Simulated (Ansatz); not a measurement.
Cost and result up the ladder for PbO2 (the lowest singlet isomer of a short search) (3 atoms). Total charge 0; singlet. Geometry: r2SCAN-D4/def2-TZVP.

Cartesian coordinates in Å:
```
Pb 1.0805 -0.2966 0.6496
O -0.4083 -0.4310 -0.8088
O -0.6722 0.7275 0.1592
```

Ansatz on 4 threads of Arm Neoverse V1 on a shared host. Times are rough, and most runs start from the orbitals of an earlier one. ωB97X-V/def2-TZVP serves as the yardstick here, not as an exact answer. Differences are given only for rows in sets of like size (and for xTB, whose basis is part of the method), since another set adds its own error. Binding counts from free atoms at the same level (Pb triplet, O triplet; other spins of the atoms weren't run), without zero-point energy or a counterpoise term.

In the def2 sets Pb takes a core potential; there is no spin–orbit coupling. Correlated methods freeze 6 core orbitals; core or outer-core shells of Pb are correlated, in sets that lack core-valence functions. The structure holds 1 bond(s) between oxygen atoms. The structure comes from a short search, and lower isomers may exist.

Correlated methods converge slowly with the basis.

```json
{"level": "PBE-D4/def2-SVP", "functions": "54", "wall time": "0.35 s"}
{"level": "LDA (SPW92)/def2-TZVP", "functions": "112", "wall time": "0.45 s"}
{"level": "PBE0-D4/def2-SVP", "functions": "54", "wall time": "0.45 s"}
{"level": "MP2/def2-TZVP", "functions": "112", "wall time": "0.7 s"}
{"level": "PBE-D4/def2-TZVP (with forces)", "functions": "112", "wall time": "0.75 s"}
{"level": "PBE-D4/def2-TZVPD", "functions": "136", "wall time": "0.75 s"}
{"level": "BHLYP-D4/def2-TZVP", "functions": "112", "wall time": "0.85 s"}
{"level": "PBE0-D4/def2-TZVPD", "functions": "136", "wall time": "0.9 s"}
{"level": "PBE0-D4/def2-TZVP", "functions": "112", "wall time": "1.2 s"}
{"level": "RPA@PBE/def2-TZVP", "functions": "112", "wall time": "1.2 s"}
{"level": "r2SCAN-D4/def2-TZVPD", "functions": "136", "wall time": "1.6 s"}
{"level": "ωB97X-V/def2-TZVP", "functions": "112", "wall time": "1.9 s"}
{"level": "CCSD(T)/def2-TZVPP", "functions": "112", "wall time": "2.8 s"}
{"level": "CCSD(T)/def2-TZVPD", "functions": "136", "wall time": "5.5 s"}
```

(1) Estimate what each level gives for the binding energy per atom (eV).

Answers

(1) 
```tsv
level	binding energy per atom (eV)	difference from ωB97X-V/def2-TZVP (eV)	remarks
PBE-D4/def2-SVP	2.67	–	–
LDA (SPW92)/def2-TZVP	3.43	1.04	–
PBE0-D4/def2-SVP	2.17	–	–
MP2/def2-TZVP	2.50	0.11	restricted SCF unstable
PBE-D4/def2-TZVP (with forces)	2.78	0.39	–
PBE-D4/def2-TZVPD	2.79	0.40	–
BHLYP-D4/def2-TZVP	1.84	-0.55	–
PBE0-D4/def2-TZVPD	2.32	-0.07	–
PBE0-D4/def2-TZVP	2.31	-0.08	–
RPA@PBE/def2-TZVP	2.10	-0.28	–
r2SCAN-D4/def2-TZVPD	2.47	0.08	–
ωB97X-V/def2-TZVP	2.39	0.00	–
CCSD(T)/def2-TZVPP	2.26	-0.13	large T1 (0.029), restricted SCF unstable
CCSD(T)/def2-TZVPD	2.30	-0.08	large T1 (0.029), restricted SCF unstable
```
